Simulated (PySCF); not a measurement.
# Which determinant of RbI lies lowest?

Unrestricted PBE0; Rb def2-SVP with ECP28, I def2-SVP with ECP28; scalar-relativistic core potentials (PySCF 2.14). Outer shells of the fragments: Rb 5s1; I 4d10 5s2 5p5.

Followed along the bond (rough minima from three points):

| 2Ms+1 | unpaired | ⟨S²⟩ at the start | R at minimum (Å) | Te (eV) |
| --- | --- | --- | --- | --- |
| 1 | none | 0.00 | 3.23 | 0.00 |
| 3 | σ ↑, π ↑ | 2.00 | none in the scan | ≤ 3.45 |

Solutions found at the starting distance of 3.370 Å, counted from the lowest of them; the search is not exhaustive and high or unbound solutions are not listed, so other states can lie among these:

```csv
2Ms+1,unpaired,term,E (eV),⟨S²⟩,⟨Lz²⟩,μ (D)
1,none,¹Σ⁺,0.00,0.00,0.00,-12.44
3,"σ ↑, π ↑",³Π,3.55,2.00,1.01,2.13
1,"σ ↑, π ↓",mixed,3.57,1.00,1.01,2.36
3,σ ↑↑,³Σ⁺,3.74,2.00,0.00,2.21
3,π ↑↑,mixed,4.73,2.00,2.00,1.33
3,π ↑↑,mixed,4.79,2.00,2.00,2.36
3,"σ ↑, π ↑",³Π,5.05,2.00,1.00,2.45
```

A term symbol is given only where ⟨S²⟩ and ⟨Lz²⟩ are close to those of a pure state; real π, δ and φ orbitals otherwise mix terms. A positive dipole means Rb(−)I(+).

The measured ground state is X ¹Σ+ (Huber and Herzberg, Constants of Diatomic Molecules (1979)).

Spin–orbit coupling is left out. Counting both spins, an empty level lies below a filled one in some of these solutions, because spin and occupation are held.
